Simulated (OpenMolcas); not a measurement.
**Ru: CASPT2 settings compared**

```yaml
Program: OpenMolcas 26.06
Basis: ANO-RCC-VQZP [8s7p5d3f2g1h]
Scalar_Hamiltonian: DKH2, point nucleus
Active_space: 8 electrons in 6 orbitals (4d 5s)
State_averaging: 2S+1 = 5 even, 15 roots; 2S+1 = 3 even, 65 roots kept (CI in the orbitals of an earlier block); 2S+1 = 1 even, 28 roots kept (CI in the orbitals of an earlier block)
Spin-orbit_coupling: state interaction with AMFI integrals over the reference wave functions, term energies averaged over their components
```

Methods on the same reference wave functions:
A. CASSCF
B. SS-CASPT2, IPEA 0 Eh, imaginary shift 0.25 Eh (closed shells correlated: 4s 4p)
C. SS-CASPT2, IPEA 0.3 Eh, real shift 0.4 Eh (closed shells correlated: 4s 4p)
D. MS-CASPT2, IPEA 0.3 Eh, real shift 0.4 Eh (closed shells correlated: 4s 4p)
E. MS-CASPT2, IPEA 0 Eh, imaginary shift 0.25 Eh (closed shells correlated: 4s 4p)
F. XMS-CASPT2, IPEA 0.2 Eh, no level shift (closed shells correlated: 3d 4s 4p)

Energies in cm⁻¹ above 4d⁷ 5s ⁵F₅, the measured ground level; measured values from NIST Handbook of Basic Atomic Spectroscopic Data.

```
               Level      A      B      C      D      E      F  Measured
          4d⁷ 5s ⁵F₅    0.0    0.0    0.0    0.0    0.0    0.0       0.0
          4d⁷ 5s ⁵F₄   1229   1216   1222   1219   1217   1219      1191
          4d⁷ 5s ⁵F₃   2173   2170   2170   2170   2170   2170      2092
          4d⁷ 5s ⁵F₂   2839   2820   2830   2830   2820   2830      2713
          4d⁷ 5s ⁵F₁   3262   3220   3240   3240   3220   3250      3105
4d⁷ 5s ³F₄(1) [59 %]   9360   5410   6670   6600   5440   6280          
  4d⁶ 5s² ⁵D₄ [61 %]  10316   4800   5940   5990   4770   -732      7483
4d⁷ 5s ³F₃(1) [67 %]  10945   6860   8170   8130   6860   7870          
  4d⁶ 5s² ⁵D₃ [69 %]  11361   6060   7090   7110   6040    281      8575
       4d⁷ 5s ³F₂(1)  12145   7760   9050   9010   7750   8790          
         4d⁶ 5s² ⁵D₁  12304   7050   8210   8220   7040   1436      9073
         4d⁶ 5s² ⁵D₀  12532   7320   8440   8440   7310   1659      9492
          4d⁷ 5s ⁵P₃  12950   8540   9570   9570   8540   9020      8771
   4d⁷ 5s ⁵P₂ [59 %]  13065   9540   9520   9460   9420   9070          
          4d⁷ 5s ³G₅  15311  10520  12790  12760  10530  12560          
          4d⁷ 5s ³G₄  15996  11050  13380  13340  11060  13190          
          4d⁷ 5s ³G₃  16827  11920  14320  14300  11920  14050          
4d⁷ 5s ³P₁(1) [52 %]  18065  10690  13910  13660  10590  13840          
4d⁷ 5s ³P₀(1) [61 %]  18698  10410  14270  13810  10660  14110          
          4d⁷ 5s ³H₆  19573  14070  16450  16420  14070  15100          
4d⁷ 5s ³P₁(2) [59 %]  20186  11810  15120  15330  11740  15170          
   4d⁷ 5s ³H₅ [64 %]  20248  14730  17080  17080  14710  15490          
4d⁷ 5s ³P₀(2) [62 %]  21004  12390  16060  16520  12150  16200          
          4d⁷ 5s ³D₃  21025  14660  17030  17030  14660  17590
```

F puts 4d⁶ 5s² ⁵D₄ lowest.

Deviations, from unrounded energies. A percentage is the sum of absolute deviations over the sum of measured energies, with the sign that they share, or ± where signs differ.

| Against measurement | Levels | A | B | C | D | E | F |
| --- | --- | --- | --- | --- | --- | --- | --- |
| mean absolute deviation (cm-1) | 9 | 1800 | 1100 | 680 | 670 | 1100 | 3600 |
| fine structure of the ground term (%) | 4 | +4.4 | +3.7 | +3.9 | +3.8 | +3.7 | +4.0 |
| other terms of the ground configuration (%) | 1 | +47.6 | -2.6 | +9.1 | +9.1 | -2.6 | +2.9 |
| other configurations (%) | 4 | +34.3 | -27.1 | -14.3 | -14.1 | -27.3 | -92.4 |

C, D lie about equally close to measurement and F furthest from it. The largest miss of D in the table is 4d⁶ 5s² ⁵D₄ [61 %], by -1500 cm-1. The ranking rests on the paired levels alone, and a cruder setting can come out closer through cancelling errors.

Among B to F the level of the table that moves most is 4d⁶ 5s² ⁵D₃ [69 %], by 6800 cm-1 (lowest in F, highest in D). Moves below CASPT2's spread within the term are not significant.

The two smallest mean deviations differ by little beside CASPT2's spread within terms, so their order carries little weight.

From A to B the spin-free energies of the other terms of 4d⁷ 5s shown, above ⁵F, scale by factors of 0.46 to 0.70.

The lowest spin-free term lies below A's lowest term by 0.600 hartree in B, 0.576 hartree in C, 0.576 hartree in D, 0.600 hartree in E, 0.696 hartree in F.

Term energies are means over components that CASPT2 splits; among the terms shown or strongly mixed into the levels shown the widest spread is 1700 cm-1 (4d⁷ 5s ⁵F, E). Over all roots computed the reference weight is 0.80 to 0.88 in F; the roots of lowest weight are the least certain, and an intruder state may touch them. Terms from blocks run as CI alone lack orbitals of their own. Configurations are named by rounded mean occupations; where the s occupation lies near a half they are strongly mixed, a name can repeat and a true partner stay unpaired. A single d shell beside an s shell can misplace configurations of different d count against each other. The CASPT2 spread within a term exceeds the gap to the next term for 4d⁶ 5s² ⁵D and 4d⁷ 5s ³F(1), 4d⁷ 5s ³H and 4d⁷ 5s ³D, so the order of their levels is uncertain, and so are names and mixing where such terms share a J (figures for B; the like holds for D, E, F). Without dynamic correlation excited terms often stand tens of per cent too high (terms of higher spin than the ground term too low), and those without a measured partner can miss by more than the paired ones (holds for A). Some terms miss by over 15 % even with CASPT2, which points to a basis or an active space too small for the shells correlated (holds for B; C; D; E). The lowest computed level is not the ground level that NIST lists (5F5) (holds for F). Measured partners are found by configuration, term and J. A level has none where our copy of the source lacks it or the pairing is in doubt (some pairs that miss far off the trend of their configuration count as doubtful), and it then counts in no deviation. Only configurations of the active space appear. Levels that lie high or do not pair safely by name in every column are left out.

A share in square brackets marks a mixed level and gives the weight of the term that names it, the lowest over the columns. A number in round brackets counts repeated terms of one configuration in the order of the reference energies.
